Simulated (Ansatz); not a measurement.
Relaxation of CH7O3Si (12 atoms, charge 0, multiplicity 2), to a largest force component of 0.03 eV/Å in at most 50 steps.

Method: UKS BHLYP-D4/def2-SVP in Ansatz 0.2.0.

```xyz
12
Properties=species:S:1:pos:R:3:forces:R:3
Si -0.045 -0.018 -0.329 0.01 -0.01 -0.22
H 0.030 -0.002 2.336 0.00 0.00 0.42
O 1.440 -0.092 -1.034 0.00 0.00 0.00
H 2.044 -0.762 -0.728 0.00 0.01 0.00
O -0.746 1.295 -1.024 -0.01 -0.02 0.00
H -1.698 1.286 -1.095 0.01 -0.01 -0.01
O -0.964 -1.360 -0.663 -0.01 0.05 0.04
H -1.220 -1.912 0.071 0.00 -0.01 -0.02
C 0.019 -0.018 3.439 0.00 0.00 -0.21
H -0.520 -0.901 3.789 0.00 0.00 0.00
H 1.045 -0.046 3.810 0.00 0.00 0.00
H -0.477 0.882 3.807 0.00 0.00 0.00
```

Where does it end, and by what steps?

It converged. The force dipped under the threshold on the way, but the program's further checks kept it going. After 27 steps the energy has fallen by 0.109 eV; H8 moved furthest, 0.87 Å.

```tsv
step	energy less start (eV)	largest force component (eV/Å)	accepted
0	0.0000	0.416	yes
1	-0.0397	0.153	yes
2	0.0007	0.883	no
3	-0.0428	0.041	yes
4	-0.0447	0.069	yes
5	-0.0461	0.301	yes
6	-0.0524	0.392	yes
7	0.3389	3.120	no
8	-0.0607	0.124	yes
9	-0.0689	0.094	yes
10	-0.0739	0.164	yes
11	-0.0649	0.904	no
12	-0.0840	0.201	yes
13	-0.0939	0.171	yes
14	-0.1015	0.133	yes
15	-0.1040	0.035	yes
16	-0.1041	0.204	yes
17	-0.1050	0.104	yes
18	-0.1056	0.052	yes
19	-0.1076	0.021	yes
20	-0.1079	0.090	yes
21	-0.1080	0.049	yes
22	-0.1082	0.109	yes
23	-0.1083	0.078	yes
24	-0.1085	0.037	yes
25	-0.1087	0.061	yes
26	-0.1088	0.045	yes
27	-0.1088	0.013	yes
```

```xyz
12
Properties=species:S:1:pos:R:3
Si -0.174 -0.245 -0.494
H -0.024 -0.018 2.659
O 1.295 -0.688 -1.092
H 2.031 -0.095 -0.964
O -0.595 1.198 -1.166
H -1.463 1.546 -0.977
O -1.282 -1.372 -0.954
H -1.128 -2.281 -0.708
C 0.045 0.058 3.746
H -0.475 -0.787 4.204
H 1.094 0.045 4.047
H -0.417 0.990 4.077
```

Whether the end is a true minimum wasn't checked by a vibrational analysis.

Time of the run: 26 s on 4 threads of AMD EPYC 9R45 96-Core Processor (Zen 5) (shared host), peak memory 0.34 GiB.
